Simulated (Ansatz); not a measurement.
Species: CH4GeO, charge 0, singlet. CH4GeO (SMILES [CH3][Ge][OH]).
B3LYP-D3(BJ)/def2-TZVP minimum from Ansatz (a quantum-chemistry and plane-wave program):
```
C
H 1 1.0904
H 1 1.0935 2 109.38
H 1 1.0935 2 109.38 3 117.45
Ge 1 1.9993 2 112.40 4 121.27
O 5 1.8120 1 93.56 2 -180.00
H 6 0.9634 5 112.04 1 -180.00
```

Total energies in hartree (Ansatz). Open shells are spin-unrestricted; no spin-orbit coupling. Correlated methods leave the cores frozen (noble-gas shells, and filled d and f shells in the p block). No relativity. Where a partner has so few electrons that a lower coupled-cluster level is exact, that level stands in.

```tsv
species	HF/cc-pVTZ	CCSD(T)/cc-pVTZ	HF/cc-pVQZ	CCSD(T)/cc-pVQZ	CCSD(T)/cc-pVDZ	CCSDT(Q)/cc-pVDZ
1: CH4GeO (SMILES [CH3][Ge][OH])	-2190.51946	-2191.08983	-2190.53244	-2191.13676	-2190.86556	-2190.86776
2: Ge (triplet)	-2075.36107	-2075.42794	-2075.36359	-2075.43284	-2075.34866	-2075.34895
3: C (triplet)	-37.69157	-37.78076	-37.69331	-37.78654	-37.76038	-37.76071
4: H (doublet)	-0.49981	-0.49981	-0.49995	-0.49995	-0.49928	-0.49928
5: O (triplet)	-74.81176	-74.97396	-74.81729	-74.99357	-74.90995	-74.91013
```

Work out the atomisation energy (electronic, to ground-state atoms) in kcal/mol: take Hartree-Fock from cc-pVQZ, extrapolate the CCSD(T) correlation energy as X^-3 (X = 3, 4), and add CCSDT(Q) - CCSD(T) in cc-pVDZ. 1 hartree = 627.51 kcal/mol.


Species 1: correlation (64·(-0.60432) - 27·(-0.57037))/37 = -0.62909; step -0.00220; E1 = -2190.53244 + (-0.62909) + (-0.00220) = -2191.16373
Species 2: correlation (64·(-0.06925) - 27·(-0.06687))/37 = -0.07099; step -0.00029; E2 = -2075.36359 + (-0.07099) + (-0.00029) = -2075.43487
Species 3: correlation (64·(-0.09323) - 27·(-0.08919))/37 = -0.09618; step -0.00033; E3 = -37.69331 + (-0.09618) + (-0.00033) = -37.78982
Species 4: correlation (64·(0.00000) - 27·(0.00000))/37 = 0.00000; step +0.00000; E4 = -0.49995 + (0.00000) + (+0.00000) = -0.49995
Species 5: correlation (64·(-0.17628) - 27·(-0.16220))/37 = -0.18655; step -0.00018; E5 = -74.81729 + (-0.18655) + (-0.00018) = -75.00402
-1·E1 +1·E2 +1·E3 +4·E4 +1·E5 = 0.93522 hartree = 586.9 kcal/mol.
